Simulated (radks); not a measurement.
Task: Radial electron density D(r) = 4 pi r^2 rho(r) of an atom or ion with 12 electrons. Calculated with a radial shooting solver on a logarithmic mesh with Libxc functionals: non-relativistic Kohn-Sham, LDA (Slater exchange, Perdew-Wang correlation), spin-unpolarised, spherical densities, point nucleus.

r (bohr)  D(r) (e/bohr)
0.002015          8.036
0.002254          9.742
0.002521          11.77
0.002797          13.97
0.003129          16.73
0.003472          19.68
0.003883          23.32
0.004343          27.46
0.004819          31.75
0.00539           36.85
0.005981          41.97
0.00669           47.84
0.007483          53.94
0.008303          59.65
0.009287          65.63
0.01031           70.78
0.01153           75.62
0.01289           79.41
0.01431           81.75
0.016             82.79
0.01775           82.34
0.01986           80.45
0.02221           77.44
0.02465           74.17
0.02757           70.86
0.03083           68.67
0.03421           68.34
0.03827           70.35
0.04246           74.48
0.0475            80.85
0.05312           88.00
0.05895           93.79
0.06593           97.25
0.07316           96.43
0.08183           90.36
0.09153           79.20
0.1016            65.66
0.1136            50.02
0.126             36.80
0.141             25.92
0.1577            19.21
0.175             16.12
0.1957            14.62
0.2172            13.45
0.2429            11.45
0.2717            8.623
0.3015            5.803
0.3372            3.226
0.3741            1.590
0.4185           0.6133
0.4681           0.1907
0.5194          0.05213
0.5809          0.01003
0.6446         0.001680
0.721         0.0001806

What is the nuclear charge?

Result: Z = 66. The innermost maximum, from 1s, lies near 1/Z = 0.0152 bohr (found: 0.0163), and its height grows with Z. The density is that of the dysprosium ion Dy54+ in [Ne] 3s2; the configuration itself is not fixed sharply by these data, and Z only to a few units. D(r) has 2 maxima, at r = 0.0163, 0.0681 bohr, and minima at 0.0331 bohr, inside which lie 2.09 electrons.
